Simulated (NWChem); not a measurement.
CHClO$_{3}$Si; SMILES O=C1O[SiH](Cl)O1

```xyz
7

O     -0.6453     2.6746     0.0000
C     -0.1894     1.5813     0.0000
O      0.1504     0.7828     1.0910
Si     0.6696    -0.4086     0.0000
Cl    -0.4184    -2.1251     0.0000
O      0.1504     0.7828    -1.0910
H      2.1036    -0.7186     0.0000
```
Atoms are numbered in this order, from 1.

Computed with NWChem. All runs use the structure optimised with B3LYP/6-31G* (spherical d). Solvent water, SMD (1 M gas to 1 M solution), gas-phase geometry. Reactions with the solvent are ignored.

| level | basis functions | solvation free energy (kcal/mol) | cavity-dispersion-structure term (kcal/mol) | dipole in solution (D) | relative time |
|---|---|---|---|---|---|
| PBE0/3-21G | 64 | -6.3 | 3.5 | 4.63 | 1 |
| PBE0/pcseg-1 | 97 | -4.7 | 3.5 | 5.14 | 3 |
| PBE0/aug-pcseg-1 | 155 | -3.5 | 3.5 | 5.23 | 10 |
| PBE0/pcseg-2 | 202 | -4.0 | 3.5 | 5.27 | 9 |
| PBE0/def2-TZVPP | 222 | -3.5 | 3.5 | 5.24 | 10 |

The last column is a rough cost ratio, cheapest run = 1.
